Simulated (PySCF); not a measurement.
C$_{3}$HF$_{6}$ (SMILES FC(F)(F)[CH]C(F)(F)F), doublet, geometry from GFN2-xTB; M062X/STO-3G run with PySCF.

The PySCF input:
```python
from pyscf import gto, scf, dft

mol = gto.Mole()
mol.atom = '''
    F     1.774605   -0.135742   -1.126568
    C     1.291121    0.065209    0.115550
    F     2.266916   -0.278733    0.961122
    F     1.093937    1.378715    0.241571
    C     0.062044   -0.733783    0.363848
    C    -1.277949   -0.227496   -0.034558
    F    -1.259258    0.441479   -1.189688
    F    -1.791053    0.610032    0.888090
    F    -2.151358   -1.229863   -0.164238
    H     0.144610   -1.696563    0.838352
'''
mol.basis = 'sto-3g'
mol.charge = 0
mol.spin = 1
mol.verbose = 4
mol.build()

mf = dft.UKS(mol)
mf.xc = 'm062x'
mf.grids.prune = None
mf.kernel()
mf.analyze()
```

It wrote (shortened):

```
PySCF version 2.14.0

[INPUT] verbose = 4
[INPUT] num. atoms = 10
[INPUT] num. electrons = 73
[INPUT] charge = 0
[INPUT] spin (= nelec alpha-beta = 2S) = 1
[INPUT] symmetry False subgroup None
[INPUT] Mole.unit = angstrom
[INPUT] Symbol           X                Y                Z      unit          X                Y                Z       unit  Magmom
[...]
nuclear repulsion = 525.445360802085
number of shells = 28
number of NR pGTOs = 138
number of NR cGTOs = 46
basis = sto-3g
ecp = {}

******** <class 'pyscf.dft.uks.UKS'> ********
method = UKS
initial guess = minao
damping factor = 0
level_shift factor = 0
DIIS = <class 'pyscf.scf.diis.CDIIS'>
diis_start_cycle = 1
diis_space = 8
diis_damp = 0
SCF conv_tol = 1e-09
SCF conv_tol_grad = None
SCF max_cycles = 50
direct_scf = True
direct_scf_tol = 1e-13
number electrons alpha = 37  beta = 36
XC library pyscf.dft.libxc version 7.1.2
    S. Lehtola, C. Steigemann, M. J. T. Oliveira, and M. A. L. Marques,  SoftwareX 7, 1–5 (2018)
XC functionals = m062x
    Y. Zhao and D. G. Truhlar,  Theor. Chem. Acc. 120, 215 (2008)
    Y. Zhao and D. G. Truhlar,  Theor. Chem. Acc. 120, 215 (2008)
radial grids:
    Treutler-Ahlrichs [JCP 102, 346 (1995); DOI:10.1063/1.469408] (M4) radial grids

becke partition: Becke, JCP 88, 2547 (1988); DOI:10.1063/1.454033
pruning grids: None
grids dens level: 3
symmetrized grids: False
atomic radii adjust function: <function treutler_atomic_radii_adjust>
small_rho_cutoff = 0
Set gradient conv threshold to 3.16228e-05
tot grids = 218952
init E= -705.371085109044

cycle= 1 E= -703.423526073346  delta_E= 1.95  |g|= 0.764  |ddm|= 3.05
cycle= 2 E= -703.608322483856  delta_E= -0.185  |g|= 0.608  |ddm|= 1.72
cycle= 3 E= -703.812471390111  delta_E= -0.204  |g|= 0.0304  |ddm|= 0.755
cycle= 4 E= -703.813345690624  delta_E= -0.000874  |g|= 0.0119  |ddm|= 0.0684
cycle= 5 E= -703.813504895565  delta_E= -0.000159  |g|= 0.00246  |ddm|= 0.0284
cycle= 6 E= -703.81351546431  delta_E= -1.06e-05  |g|= 0.000628  |ddm|= 0.00811
cycle= 7 E= -703.813516109308  delta_E= -6.45e-07  |g|= 0.00024  |ddm|= 0.00214
cycle= 8 E= -703.813516169443  delta_E= -6.01e-08  |g|= 4.17e-05  |ddm|= 0.000559
cycle= 9 E= -703.813516172392  delta_E= -2.95e-09  |g|= 8.19e-06  |ddm|= 0.000142
cycle= 10 E= -703.81351617249  delta_E= -9.82e-11  |g|= 3.65e-06  |ddm|= 2.38e-05
Extra cycle  E= -703.813516172506  delta_E= -1.55e-11  |g|= 1.84e-06  |ddm|= 9.26e-06
converged SCF energy = -703.813516172506  <S^2> = 0.75553243  2S+1 = 2.0055248
[...]
Total Energy =                        -703.813516172505956
[...]
spin_pop of  2 F 2s       -0.00010
spin_pop of  2 F 2px       0.00718
spin_pop of  2 F 2py      -0.00010
spin_pop of  2 F 2pz      -0.00010
spin_pop of  3 F 1s        0.00000
spin_pop of  3 F 2s       -0.00015
spin_pop of  3 F 2px      -0.00097
spin_pop of  3 F 2py       0.01089
spin_pop of  3 F 2pz       0.00187
spin_pop of  4 C 1s       -0.00000
spin_pop of  4 C 2s        0.04844
spin_pop of  4 C 2px       0.04325
spin_pop of  4 C 2py       0.19406
spin_pop of  4 C 2pz       0.72295
spin_pop of  5 C 1s       -0.00000
spin_pop of  5 C 2s       -0.01045
spin_pop of  5 C 2px      -0.01937
spin_pop of  5 C 2py      -0.00563
spin_pop of  5 C 2pz      -0.00644
spin_pop of  6 F 1s        0.00000
spin_pop of  6 F 2s       -0.00017
spin_pop of  6 F 2px       0.00049
spin_pop of  6 F 2py       0.00953
spin_pop of  6 F 2pz       0.00341
spin_pop of  7 F 1s        0.00000
spin_pop of  7 F 2s       -0.00034
spin_pop of  7 F 2px       0.02151
spin_pop of  7 F 2py       0.01574
spin_pop of  7 F 2pz       0.00088
spin_pop of  8 F 1s       -0.00000
spin_pop of  8 F 2s       -0.00009
spin_pop of  8 F 2px       0.00476
spin_pop of  8 F 2py       0.00035
spin_pop of  8 F 2pz       0.00079
spin_pop of  9 H 1s       -0.03860
 ** Mulliken Spin Density (per atom)  **
spin density of  0 F =      0.03836
spin density of  1 C =     -0.04192
spin density of  2 F =      0.00687
spin density of  3 F =      0.01164
spin density of  4 C =      1.00871
spin density of  5 C =     -0.04189
spin density of  6 F =      0.01326
spin density of  7 F =      0.03778
spin density of  8 F =      0.00580
spin density of  9 H =     -0.03860
 ** Mulliken pop alpha/beta on meta-lowdin orthogonal AOs **
 ** Mulliken pop       alpha | beta **
In total            37.00000 | 36.00000
 ** Mulliken atomic charges   ( Nelec_alpha | Nelec_beta ) **
charge of  0F =     -0.08715  (     4.56275      4.52439 )
charge of  1C =      0.27361  (     2.84223      2.88416 )
charge of  2F =     -0.08556  (     4.54622      4.53935 )
charge of  3F =     -0.08259  (     4.54711      4.53547 )
charge of  4C =     -0.10430  (     3.55650      2.54780 )
charge of  5C =      0.27368  (     2.84221      2.88411 )
charge of  6F =     -0.08291  (     4.54809      4.53482 )
charge of  7F =     -0.08697  (     4.56238      4.52459 )
charge of  8F =     -0.08545  (     4.54563      4.53983 )
charge of  9H =      0.06765  (     0.44688      0.48548 )
Dipole moment(X, Y, Z, Debye):  0.07836, -0.94614,  0.46966
```
